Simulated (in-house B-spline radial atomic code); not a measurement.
Configurations of the manganese ion Mn⁷⁺, with energies counted from [Ne] 3s2 3p6. Method: Dirac-Hartree-Fock, average of configuration, Fermi nucleus of rms radius 3.7057 fm. Calculated with a B-spline radial code for spherical atoms. Energies include first-order Breit, QED and recoil terms.

Occupations are held fixed; configurations that lie above the ionisation limit could autoionise.

```csv
configuration,E - E(ref) (eV),highest orbital,its <r> (bohr)
[Ne] 3s1 3p6 3d1,91.068,3d5/2,0.817
[Ne] 3s2 3p5 5d1,153.63,5d5/2,3.619
[Ne] 3s2 3p5 7g1,176.9,7g9/2,7.912
[Ne] 3s1 3p6 6d1,207.91,6d5/2,5.537
[Ne] 3s1 3p6 6f1,210.7,6f7/2,5.776
[Ne] 3s1 3p6 7g1,217.8,7g9/2,7.911
[He] 2s2 2p5 3s2 3p6 4d1,746.81,4d5/2,2.023
[He] 2s2 2p5 3s2 3p6 4f1,759.6,4f7/2,2.106
[He] 2s2 2p5 3s2 3p6 5d1,774.07,5d5/2,3.563
[He] 2s2 2p5 3s2 3p6 6g1,791.54,6g9/2,5.48
[He] 2s2 2p5 3s2 3p6 7s1,791.94,7s1/2,6.868
[He] 2s2 2p5 3s2 3p6 7g1,797.97,7g9/2,7.912
```

**Question.** Order these further configurations by energy, lowest first.
A. [Ne] 3s2 3p5 7s1
B. [Ne] 3s1 3p6 4f1
C. [Ne] 3s1 3p6 6g1
D. [Ne] 3s2 3p5 3d1
E. [Ne] 3s2 3p5 4s1

**Answer.** D (50.896 eV), E (100.05 eV), A (171.05 eV), B (179.48 eV), C (211.37 eV).

**Question.** How far above the reference does [Ne] 3s2 3p5 5g1 lie?

**Answer.** 159.83 eV; its least bound orbital is 5g9/2 with <r> = 3.426 bohr.

**Question.** How far above the reference does [He] 2s2 2p5 3s2 3p6 7f1 lie?

**Answer.** 797.51 eV; its least bound orbital is 7f7/2 with <r> = 8.159 bohr.

**Question.** How far above the reference does [He] 2s2 2p5 3s2 3p6 6d1 lie?

**Answer.** 787.76 eV; its least bound orbital is 6d5/2 with <r> = 5.472 bohr.

**Question.** One of these lies 213.4 eV from the reference. Which?
A. [He] 2s2 2p5 3s2 3p6 5g1
B. [Ne] 3s1 3p6 7p1
C. [He] 2s2 2p5 3s2 3p6 7d1
D. [He] 2s2 2p5 3s2 3p6 3d1

**Answer.** B.
